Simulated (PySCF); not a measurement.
# State search for BeGe⁺

Unrestricted PBE0; basis Be pcseg-1, Ge pcseg-1; no relativity; PySCF 2.14. Outer shells of the fragments: Be 2s2; Ge+ 3d10 4s2 4p1.

Followed along the bond (rough minima from three points):

```json
{"2Ms+1": "2", "unpaired": "π ↑", "⟨S²⟩ at the start": "0.75", "R at minimum (Å)": "2.37", "Te (eV)": "0.00"}
{"2Ms+1": "2", "unpaired": "σ ↑", "⟨S²⟩ at the start": "0.75", "R at minimum (Å)": "2.57", "Te (eV)": "0.80"}
{"2Ms+1": "4", "unpaired": "σ ↑, π ↑↑", "⟨S²⟩ at the start": "3.75", "R at minimum (Å)": "none in the scan", "Te (eV)": "≤ 1.12"}
```

Solutions found at the starting distance of 2.220 Å, counted from the lowest of them; the search is not exhaustive and high or unbound solutions are not listed, so other states can lie among these:

```json
{"2Ms+1": "2", "unpaired": "π ↑", "term": "²Π", "E (eV)": "0.00", "⟨S²⟩": "0.75", "⟨Lz²⟩": "1.00", "μ (D)": "-5.86"}
{"2Ms+1": "2", "unpaired": "σ ↑", "term": "²Σ⁺", "E (eV)": "1.06", "⟨S²⟩": "0.75", "⟨Lz²⟩": "0.00", "μ (D)": "-1.58"}
{"2Ms+1": "4", "unpaired": "σ ↑, π ↑↑", "term": "⁴Σ⁻", "E (eV)": "1.16", "⟨S²⟩": "3.75", "⟨Lz²⟩": "0.00", "μ (D)": "-6.01"}
{"2Ms+1": "4", "unpaired": "σ ↑↑, π ↑", "term": "⁴Π", "E (eV)": "1.78", "⟨S²⟩": "3.75", "⟨Lz²⟩": "1.00", "μ (D)": "-1.66"}
{"2Ms+1": "2", "unpaired": "σ ↑, π ↑↓", "term": "mixed", "E (eV)": "1.79", "⟨S²⟩": "1.76", "⟨Lz²⟩": "2.01", "μ (D)": "-6.09"}
{"2Ms+1": "2", "unpaired": "σ ↓, π ↑↑", "term": "mixed", "E (eV)": "1.95", "⟨S²⟩": "1.76", "⟨Lz²⟩": "0.00", "μ (D)": "-6.43"}
```

A term symbol is given only where ⟨S²⟩ and ⟨Lz²⟩ are close to those of a pure state; real π, δ and φ orbitals otherwise mix terms. A positive dipole points towards Ge; it is taken about the centre of mass and depends on that origin.

Question: Compare the gap between the two lowest followed solutions at the starting distance with the gap between their minima.

Answer: At PBE0 the second solution (doublet, unpaired electrons σ ↑) lies +1.06 eV from the first (doublet, unpaired electrons π ↑) at 2.220 Å and +0.80 eV at the minima; the two curves relax by different amounts, since their minima lie near 2.57 and 2.37 Å.

Spin–orbit coupling is left out. Counting both spins, an empty level lies below a filled one in some of these solutions, because spin and occupation are held.
